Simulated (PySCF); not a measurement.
## How methods differ on the electron affinity of Tl

Tl- [Xe] 4f14 5d10 6s2 6p2 (3P) → Tl [Xe] 4f14 5d10 6s2 6p1 (2P), as a difference of total energies. Calculation: PySCF 2.14, in def2-QZVPPD with the def2 core potential (60 electrons) (8s6p5d4f1g, 88 functions); a scalar-relativistic core potential. Correlated levels: valence: 5s2 5p6 5d10 frozen; valence and next inner shell: nothing frozen outside the core potential. The calculations carry no spin-orbit coupling.

Q: Order these methods by the electron affinity they give, lowest first.
A. SCS-MP2 (valence)
B. LDA
C. r2SCANh
D. PBE

A: A (0.113 eV), D (0.376 eV), C (0.407 eV), B (0.512 eV).

Spin-orbit coupling is strong in these open shells (close to jj coupling). The scalar numbers leave it out and a first-order estimate fails, so it can dominate the gap to the real levels.

Errors of the correlated levels include the incompleteness of this basis and the frozen core.

A negative affinity means that the anion lies above the atom at that level of theory.

In the anion the highest occupied orbital energy is positive at LDA, PBE, PBE0, r2SCAN, r2SCANh, M06-L, PW91, TPSSh, a self-interaction effect; the basis confines that electron, and the energy difference can still be sensible.

For comparison: 0.320 eV (measured; photodetachment measurements, as compiled on the Wikipedia data page of electron affinities).
